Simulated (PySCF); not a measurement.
# A thermochemical cycle for KBr

PBE0 in PySCF with x2c-SVPall on every atom, spin-free X2C, for the lowest determinant that a PBE0 search found; no spin–orbit coupling. KBr, a singlet (closed shell), has De = 3.75 eV to neutral atoms, and KBr⁺, a doublet (π ↑), has De = 0.28 eV to K⁺ + Br.

The adiabatic ionisation energy of KBr, between the minima, is 7.86 eV.

Problem. Which ionisation energy of the K atom does this level give?

Solution. IE(K) = IE(molecule) + De(ion) − De(neutral) = 7.86 + 0.28 − 3.75 = 4.39 eV; the measured value is 4.341 eV (NIST ASD).

Weak bonds: KBr⁺. Basis-set superposition, not corrected here, can be much of De in a small basis, most of all at correlated wavefunction levels. Spin–orbit coupling is left out. For an ion De counts to the pair picked by the measured ionisation energies or electron affinities, which need not be the lowest pair at this level. States were picked by a PBE0 search and need not be the measured ground states.
